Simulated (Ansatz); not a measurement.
Consider the formal exchange of groups at a B–C bond: `CBC1=CB1` + `FCCl` → `CBCF` + `ClC1=CB1`.

Isolated molecules relaxed with PBE0-D4/def2-TZVP in Ansatz; ΔE leaves out vibrations. CBS: MP2 limit from def2 TZ/QZ plus the TZ coupled-cluster correction, frozen cores. This one scheme is used for every species. DFT in def2-TZVPP. B3LYP here is the variant with VWN-RPA as its local correlation; programs differ in this. HSE06 is defined as in plane-wave codes. One conformer a species, not always the lowest.

```tsv
level	ΔE (kJ/mol)	difference from CCSD(T)/CBS
LDA (SPW92)	44.9	-1.7
PBE-D4	46.1	-0.5
B3LYP-D4	46.2	-0.4
r2SCANh-D4	47.6	1.0
HSE06-D4	46.0	-0.6
BHLYP-D4	46.1	-0.5
CAM-B3LYP-D4	45.1	-1.5
B2PLYP	45.7	-0.9
BLYP	46.1	-0.5
r2SCANh	47.3	0.7
r2SCAN0	46.8	0.2
HSE06	45.5	-1.1
HF/def2-SVP	45.2	-1.4
MP2/def2-TZVPP	45.8	-0.8
CCSD(T)/def2-TZVPP	45.6	-1.0
CCSD/CBS(def2)	45.9	-0.7
CCSD(T)/CBS	46.6	0
```

Largest T1 diagnostic among the species: 0.012.

Leaving LDA and LC-ωPBE aside and taking each functional with its dispersion term where it has one, the values, not all of them listed here, spread over 3.2 kJ/mol, from ωB97X-V to r2SCAN-D4.
